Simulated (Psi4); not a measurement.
Torsional profile of SMILES N[SiH2]S. Scanned: dihedral N1–Si2–S3–H8; all other coordinates were relaxed at GFN2-xTB. Points at φ and −φ are mirror images. Heavy atoms are numbered in the order of the SMILES N[SiH2]S, hydrogens after them in the order of the atoms that carry them; the mirror image has the same energies with the sign of each dihedral reversed.

Methods: HF/cc-pVTZ // GFN2-xTB (Psi4); PBE-D3(BJ)/def2-TZVP // GFN2-xTB (Psi4); MP2/cc-pVTZ = Psi4 with DF-MP2 (frozen core)/cc-pVTZ // GFN2-xTB.

Energies relative to the lowest point of each profile, in eV:

| φ / ° | HF/cc-pVTZ | PBE-D3(BJ)/def2-TZVP |
|---|---|---|
| -165 | 0.088 | 0.117 |
| -150 | 0.102 | 0.125 |
| -105 | 0.073 | 0.075 |
| -60 | 0.000 | 0.000 |
| -30 | 0.035 | 0.038 |
| -15 | 0.075 | 0.083 |
| 30 | 0.035 | 0.038 |
| 45 | 0.007 | 0.008 |
| 75 | 0.014 | 0.013 |
| 105 | 0.073 | 0.075 |
| 135 | 0.106 | 0.120 |
| 150 | 0.102 | 0.125 |

Task: Predict the corresponding MP2/cc-pVTZ column.

Result: -165: 0.105; -150: 0.115; -105: 0.077; -60: 0.000; -30: 0.032; -15: 0.074; 30: 0.032; 45: 0.005; 75: 0.015; 105: 0.077; 135: 0.115; 150: 0.115 (eV).
